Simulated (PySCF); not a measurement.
# SMILES C(/C)=N/N=C(\C)C(F)(F)F, C$_{5}$H$_{7}$F$_{3}$N$_{2}$

Geometry (Å), atoms numbered from 1 in this order:
```xyz
17

C     2.6665   -0.0247   -0.2375
C     2.0056   -0.3554    1.0605
N     0.7898   -0.6424    1.2275
N    -0.1544   -0.8933    0.4094
C    -1.1179   -0.1644    0.0213
C    -1.3150    1.3045    0.2488
C    -2.1967   -0.8508   -0.7736
F    -2.3004   -0.3324   -2.0161
F    -2.0028   -2.1616   -0.9213
F    -3.4134   -0.6955   -0.2157
H     3.4874   -0.7166   -0.4204
H     1.9568   -0.0887   -1.0592
H     3.0825    0.9815   -0.1983
H     2.6137   -0.3543    1.9546
H    -0.4977    1.6982    0.8480
H    -2.2575    1.4786    0.7675
H    -1.3534    1.8293   -0.7055
```

Level of theory: PySCF, GIAO B97-2/pcSseg-1 magnetisability, rotational g tensor and spin-rotation constants, non-relativistic, gas phase. Geometry: GFN2-xTB.

Q: How diamagnetic is it, and how anisotropic?

A: Isotropic -1245 × 10⁻³⁰ J/T², or -75.0 × 10⁻⁶ cm³/mol; principal values -1368, -1292, -1077 × 10⁻³⁰ J/T², anisotropy 261 × 10⁻³⁰ J/T² (root of half the summed squared differences of the principal values). The susceptibility is in cgs units.

Q: Split it along the inertial axes a, b, c into diamagnetic and paramagnetic parts about the centre of mass, with the quadrupole moment.

A: 
```tsv
axis	χ (10⁻⁶ cm³/mol)	diamagnetic (10⁻⁶ cm³/mol)	paramagnetic (10⁻⁶ cm³/mol)	summed x² of all electrons (Å²)	quadrupole Θ (D Å)
a	-65.4	-568.9	503.6	342.9	+6.41
b	-78.4	-1701.2	1622.8	76.0	-0.98
c	-81.2	-1777.4	1696.2	58.1	-5.42
```
Anisotropies 2χaa − χbb − χcc = +29.0 and 2χbb − χaa − χcc = -10.3 × 10⁻⁶ cm³/mol. Θ is traceless in Buckingham's convention.

Q: And the rotational g tensor?

A: 
| axis | rotational constant (GHz) | g | nuclear part | electronic part |
| --- | --- | --- | --- | --- |
| a | 2.5482 | -0.0434 | 0.5595 | -0.6028 |
| b | 0.7145 | -0.0063 | 0.5384 | -0.5447 |
| c | 0.6869 | -0.0043 | 0.5430 | -0.5473 |

Asymmetric top; isotopes 12C, 19F, 1H, 14N; no vibrational averaging.
